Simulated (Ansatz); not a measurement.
Relaxation of C$_{2}$H$_{7}$FOSSi$_{2}$ (14 atoms, charge 0, multiplicity 1), to a largest force component of 0.015 eV/Å in at most 40 steps.

The calculation used RKS PBE/STO-3G in Ansatz 0.2.0.

```xyz
14
Properties=species:S:1:pos:R:3
C -0.680 -2.588 0.110
O -0.916 -1.155 0.308
Si -0.246 -0.096 -0.765
F -0.285 -0.570 -2.263
Si -0.263 2.059 -0.301
C 1.174 1.579 0.873
S 1.864 0.218 -0.217
H -1.223 -3.062 0.883
H 0.334 -2.804 0.201
H -1.148 -2.858 -0.840
H -1.453 2.602 0.484
H 0.180 3.024 -1.338
H 1.838 2.404 1.022
H 0.811 1.216 1.871
```

Where does it end, and by what steps?

The run converged. Limits of this set-up: minimal basis. After 16 steps the energy has fallen by 1.186 eV; H14 moved furthest, 0.91 Å.

| step | energy less start (eV) | largest force component (eV/Å) | accepted |
| --- | --- | --- | --- |
| 0 | 0.0000 | 3.264 | yes |
| 1 | -0.9252 | 1.644 | yes |
| 2 | -1.0569 | 0.763 | yes |
| 3 | -1.1104 | 0.315 | yes |
| 4 | -1.1513 | 0.169 | yes |
| 5 | -1.1532 | 0.399 | yes |
| 6 | -1.1735 | 0.122 | yes |
| 7 | -1.1784 | 0.082 | yes |
| 8 | -1.1818 | 0.057 | yes |
| 9 | -1.1834 | 0.049 | yes |
| 10 | -1.1843 | 0.067 | yes |
| 11 | -1.1850 | 0.031 | yes |
| 12 | -1.1854 | 0.024 | yes |
| 13 | -1.1856 | 0.026 | yes |
| 14 | -1.1858 | 0.040 | yes |
| 15 | -1.1859 | 0.028 | yes |
| 16 | -1.1859 | 0.011 | yes |

```xyz
14
Properties=species:S:1:pos:R:3
C -0.871 -2.616 -0.022
O -1.279 -1.207 0.119
Si -0.095 -0.163 -0.623
F 0.047 -0.704 -2.183
Si -0.357 2.019 -0.086
C 1.357 1.795 0.739
S 1.823 0.032 0.367
H -1.694 -3.241 0.394
H 0.061 -2.866 0.548
H -0.710 -2.933 -1.084
H -1.407 2.399 0.855
H -0.336 3.003 -1.165
H 2.123 2.488 0.336
H 1.325 1.964 1.834
```

Whether the end is a true minimum wasn't checked by a vibrational analysis.

Time of the run: 36 s on 1 thread of AMD EPYC 9R45 96-Core Processor (Zen 5), with other jobs on the host, peak memory 0.2 GiB.
